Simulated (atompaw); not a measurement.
# What one change does to a pseudopotential (Pd (Z = 46), PAW (atompaw))

palladium, PAW, made with atompaw 4.2.0.5 (PBE, scalar-relativistic). Core [Kr], reference 4d10 5s0 5p0. Waves: 5s (bound, empty): rc 3.00 bohr; 5s channel at 4.5 Ry: rc 3.00 bohr; 5p (bound, empty): rc 3.00 bohr; 5p channel at 2.7 Ry: rc 3.00 bohr; 4d (bound): rc 3.00 bohr; 4d channel at 0.3 Ry: rc 3.00 bohr. Local part: bessel scheme, radius 2.70 bohr. Core correction: smooth core density matched at 1.75 bohr. Augmentation charge: sinc compensation charge, radius 2.85 bohr; PAW radius 3.00 bohr; waves and projectors: custom polynom2 7 10 vanderbiltortho.

Change: augmentation sinc compensation charge, radius 2.85 bohr; PAW radius 3.00 bohr; waves and projectors: custom polynom vanderbiltortho.

Cutoffs: the cutoffs (Ry, on a coarse ladder) from which the occupation-weighted sum of valence levels, in a spherical-Bessel basis at the reference potential, stays within 10 and 1 mRy of its value at 400 Ry; they do not see the model core or the augmentation charge, which bear on the density cutoff.

Q: What does the change do?

A: The potential gets softer (21 Ry and 45 Ry → 10 Ry and 18 Ry); the range in which the s phases agree widens (upper end 3.2 → at the end of the scan); neither file shows a bound ghost.

```tsv
quantity	base	changed
cutoff, loose	21 Ry	10 Ry
cutoff, tight	45 Ry	18 Ry
bound ghosts	none	none
s: phases at 3.02 bohr within 0.05 rad from the reference energy up to (Ry; the scan ends near 5)	3.2	to the end of the scan
p: phases at 3.02 bohr within 0.05 rad from the reference energy up to (Ry; the scan ends near 5)	4.3	4.2
d: phases at 3.02 bohr within 0.05 rad from the reference energy up to (Ry; the scan ends near 5)	1.2	1.4
lowest overlap eigenvalue by channel	s 0.60, p 0.85, d 0.96	s 0.09, p 0.38, d 0.95
```

 The cutoffs see the waves, projectors and local potential, not the compensation charge or the core.
